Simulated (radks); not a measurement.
Results of a calculation; reference values are marked as such.
Er23+, configuration [Kr] 4d9. Code: a radial shooting solver on a logarithmic mesh with Libxc functionals. Model: scalar-relativistic Kohn-Sham, SCAN, spin-polarised, spherical densities, finite nucleus; open shells are filled with parallel spins first (spin-orbit coupling, left out, can overturn this in heavy ions); meta-GGA in the generalised Kohn-Sham scheme; Fermi nuclear charge, rms radius 5.2516 fm.

Normalised radial functions P(r) = r R(r), r in bohr:

```
   r/bohr * 3d down, o 4d up (the largest magnitude, 2.18, reaches the edge; | marks zero, & curves that meet)
 0.002709                             &
 0.004009                             &
 0.005934                             &
 0.008781                             &
    0.013                             &
  0.01923                             o*
  0.02846                             |o*
  0.04212                             |  o *
  0.06234                             |     o    *
  0.09226                             |         o        *
   0.1365                             |           o              *
   0.2021                             |     o                    *
   0.2991                     o       |                *
   0.4426          o                  |     *
    0.655              o              |*
   0.9694                        o    *
    1.435                             &
    2.123                             &
```

3d down: eigenvalue -2105.2 eV, 0 radial nodes, <r> = 0.203 bohr, 90 % of the charge inside 0.315 bohr. 4d up: eigenvalue -798.93 eV, 1 radial node at r = 0.242 bohr, <r> = 0.515 bohr, 90 % of the charge inside 0.755 bohr.
